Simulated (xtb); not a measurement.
CrFO2, sextet, at a GFN2-xTB geometry of the parent state (such geometries of metal compounds can be far from the true shape) (the multiplicity is a formal guess); xtb with GFN1-xTB.

The xtb input:
```
$ xtb mol.xyz --gfn 1 --chrg 0 --uhf 5 --json

# file mol.xyz
4

Cr     0.02076939    -0.01910847     0.01855706
O      1.47023574    -0.30501994    -0.40978795
O     -0.42309097    -0.65838513     1.34539195
F     -0.98618039     0.90731598    -0.88113348
```

What the program printed (banner, timings and long lists left out):

```
   ID    Z sym.   atoms
    1   24 Cr     1
    2    8 O      2, 3
    3    9 F      4

           -------------------------------------------------
          |                Calculation Setup                |
           -------------------------------------------------

           -------------------------------------------------
          |                 G F N 1 - x T B                 |
           -------------------------------------------------

          ...................................................
          :                      SETUP                      :
          :.................................................:
          :  # basis functions                  22          :
          :  # atomic orbitals                  21          :
          :  # shells                            9          :
          :  # electrons                        25          :
          :  # halogen bonds                     0          :
          :  max. iterations                   250          :
          :  Hamiltonian                  GFN1-xTB          :
          :  restarted?                      false          :
          :  GBSA solvation                  false          :
          :  PC potential                    false          :
          :  electronic temp.          300.0000000     K    :
          :  accuracy                    1.0000000          :
          :  -> integral cutoff          0.2500000E+02      :
          :  -> integral neglect         0.1000000E-07      :
          :  -> SCF convergence          0.1000000E-05 Eh   :
          :  -> wf. convergence          0.2000000E-04 e    :
          :  Broyden damping             0.4000000          :
          :  net charge                          0          :
          :  unpaired electrons                  5          :
          ...................................................

 iter      E             dE          RMSdq      gap      omega  full diag
   1    -14.6149434 -0.146149E+02  0.233E+01    2.09       0.0  T
   2    -14.9059447 -0.291001E+00  0.147E+01    1.73       1.0  T
   3    -14.5452827  0.360662E+00  0.137E+01    1.95       1.0  T
   4    -15.6717109 -0.112643E+01  0.824E+00    1.96       1.0  T
   5    -16.6519402 -0.980229E+00  0.377E+01    1.24       1.0  T
   6    -14.7963786  0.185556E+01  0.171E+01    1.63       1.0  T
   7    -15.3170641 -0.520685E+00  0.109E+01    1.87       1.0  T
   8    -15.7079926 -0.390928E+00  0.743E+00    1.98       1.0  T
[...]
         :: total energy             -16.025581017152 Eh    ::
[...]
        11        1.0178           -0.6283739             -17.0989
        12        1.0000           -0.6213922             -16.9089
        13        1.0000           -0.4972259             -13.5302
        14        1.0000           -0.4681843             -12.7399
        15        1.0000           -0.4406494             -11.9907 (HOMO)
        16                         -0.3615184              -9.8374 (LUMO)
        17                         -0.3504756              -9.5369
        18                         -0.1907524              -5.1906
        19                         -0.1764712              -4.8020
        20                          0.1709844               4.6527
        21                          0.2619809               7.1289
      -------------------------------------------------------------
                  HL-Gap            0.0791310 Eh            2.1533 eV
             Fermi-level           -0.5166341 Eh          -14.0583 eV

  Mulliken/CM5 charges         n(s)   n(p)   n(d)
     1Cr    0.70254  1.25632   0.379  0.847  4.071
     2O    -0.27195 -0.48902   1.778  4.494  0.000
     3O    -0.27195 -0.48902   1.778  4.494  0.000
     4F    -0.15865 -0.27828   1.830  5.329  0.000

Wiberg/Mayer (AO) data.
largest (>0.10) Wiberg bond orders for each atom

 ---------------------------------------------------------------------------
     #   Z sym  total        # sym  WBO       # sym  WBO       # sym  WBO
 ---------------------------------------------------------------------------
     1  24 Cr   3.785 --     2 O    1.413     3 O    1.413     4 F    0.959
     2   8 O    2.166 --     1 Cr   1.413     3 O    0.600     4 F    0.153
     3   8 O    2.166 --     1 Cr   1.413     2 O    0.600     4 F    0.153
     4   9 F    1.264 --     1 Cr   0.959     3 O    0.153     2 O    0.153
 ---------------------------------------------------------------------------

Topologies differ in total number of bonds
Writing topology from bond orders to xtbtopo.mol

 dipole moment from electron density (au)
     X       Y       Z
  -0.3504   0.3224  -0.3131  total (Debye):    1.448

           -------------------------------------------------
          | TOTAL ENERGY              -16.025581017152 Eh   |
          | GRADIENT NORM               0.164701854986 Eh/α |
          | HOMO-LUMO GAP               2.153263547560 eV   |
           -------------------------------------------------

normal termination of xtb
```
